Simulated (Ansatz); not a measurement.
CH$_{4}$Cu (charge +1), closed shell: harmonic vibrations of a pair.

Input (in.yaml):

```yaml
crystal:
  periodic: [false, false, false]
  atoms:
    - {symbol: Cu, position_ang: [0.173849, -0.645450, -1.696742]}
    - {symbol: C, position_ang: [-0.034194, 0.125800, 0.315760]}
    - {symbol: H, position_ang: [-0.897532, -0.406720, -0.156873]}
    - {symbol: H, position_ang: [-0.361642, 1.147746, 0.493713]}
    - {symbol: H, position_ang: [0.958864, 0.194824, -0.195497]}
    - {symbol: H, position_ang: [0.160654, -0.416199, 1.239539]}
basis:
  gaussian: {orbitals: def2-TZVP}
total_charge: 1
hamiltonian: {xc: pbe0, dispersion: d4}
phonons: {temperatures: {t_min: 298.15, t_max: 900, t_step: 200}}
```

Launched with

```bash
ansatz run in.yaml --threads 2 --pin off --events-out ev --progress --plain --max-ram 5222MiB
```

The run's output (Ansatz 0.2.0):

```
Functional definition: PBE0
  name "PBE0"
  cite "Adamo & Barone, J. Chem. Phys. 110, 6158 (1999) doi:10.1063/1.478522"
  cite "Perdew, Burke & Ernzerhof, Phys. Rev. Lett. 77, 3865 (1996) doi:10.1103/PhysRevLett.77.3865"
  parent pbe
  parameter a = 0.25
  parameter kappa = 0.804
  parameter beta = 0.06672455060314922
  exchange = (1 - a)*pbe_x(kappa = kappa, mu = beta*pi^2/3) + a*exact_x
  correlation = pbe_c(beta = beta)
898 factors; their error is unknown
mean field evaluation 1: about -45704.0335 eV, gradient 1.6e2 eV
mean field evaluation 2: about -44970.7094 eV, gradient 6.2e2 eV
mean field evaluation 4: about -45722.3364 eV, gradient 5.3e1 eV
mean field evaluation 8: about -45727.9003 eV, gradient 5.6e-2 eV
mean field evaluation 16: about -45727.9319 eV, gradient 2.3e-5 eV
mean field -45727.93186587 eV, -1680.4705005653 hartree, gradient 2.3e-5 eV, S^2 0.000000; 0 other end points of the search recorded, 0 dependent functions left out
the calculation of the forces begins
reference -45727.93189424 eV, -1680.4705016077 hartree; 19, 19 occupied and 81, 81 virtual orbitals, 898 factors
these checks for a lower state are left out or cut short: stability, starts, cluster_reference, orbital_swaps, neighbouring_geometries, increment
898 factors; their error is unknown
WARN: phonons: modes at or below zero, which the zero-point energy, F, S and C_V leave out: 1, the lowest at -32.36 cm⁻¹. A minimum has none, and a first-order saddle one
Total energy: -45727.97617568 eV, -1680.4721289207 hartree
Atom 0 at     0.173849    -0.645450    -1.696742 Å, force    -0.000074     0.000199    -0.000449 eV/Å
Atom 1 at    -0.034194     0.125800     0.315760 Å, force    -0.000272     0.000860     0.000291 eV/Å
Atom 2 at    -0.897532    -0.406720    -0.156873 Å, force     0.000109    -0.000475     0.000052 eV/Å
Atom 3 at    -0.361642     1.147746     0.493713 Å, force     0.000110    -0.000345    -0.000069 eV/Å
Atom 4 at     0.958864     0.194824    -0.195497 Å, force     0.000193    -0.000448     0.000050 eV/Å
Atom 5 at     0.160654    -0.416199     1.239539 Å, force    -0.000065     0.000209     0.000125 eV/Å
Dipole moment:     0.004018    -0.014553    -0.033549 e Å
Vibrations: -32.36 320.44 476.72 1138.72 1347.44 1412.83 1491.45 1563.80 2787.95 2883.61 3129.35 3208.63 cm⁻¹, zero-point energy 1.225022 eV

[the SCF lines of later steps are left out]
```

The lines “mean field evaluation” count trial sets of orbitals through the whole run, from several starts and some on an approximate energy, so they need not fall steadily or lie above the final value.

The run took about 41 s on 2 CPU threads of an Arm Neoverse N1 (shared host).
